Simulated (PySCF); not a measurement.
**How methods differ on the excitation energy of P**

P [Ne] 3s2 3p3 (4S) → P [Ne] 3s2 3p2 4s1, s spin flipped, as a difference of total energies. All numbers are calculated (PySCF 2.14, no relativity, point nucleus, in aug-cc-pV(T+d)Z with one added diffuse shell each of s, p, d, f type (7s6p5d3f, 71 functions)). Correlated levels: valence: [Ne] frozen. The calculations carry no spin-orbit coupling.

```json
{"method": "UHF", "excitation energy (eV)": "6.798"}
{"method": "LDA", "excitation energy (eV)": "7.047"}
{"method": "PBE", "excitation energy (eV)": "7.029"}
{"method": "PBE0", "excitation energy (eV)": "7.112"}
{"method": "r2SCAN", "excitation energy (eV)": "7.263"}
{"method": "TPSSh", "excitation energy (eV)": "7.158"}
{"method": "PW91", "excitation energy (eV)": "7.043"}
{"method": "BP86", "excitation energy (eV)": "6.971"}
{"method": "BHandHLYP", "excitation energy (eV)": "6.892"}
{"method": "MP2 (valence)", "excitation energy (eV)": "7.194"}
{"method": "SCS-MP2 (valence)", "excitation energy (eV)": "7.019"}
```

Question: How much does correlation contribute at MP2 (valence)?

Answer: 7.194 − (6.798) = 0.396 eV, measured against UHF.

The upper determinant mixes two multiplicities, so it lies between the two terms.

The promoted electron is Rydberg-like, and one or two diffuse shells describe it only roughly, which tends to raise the upper state.
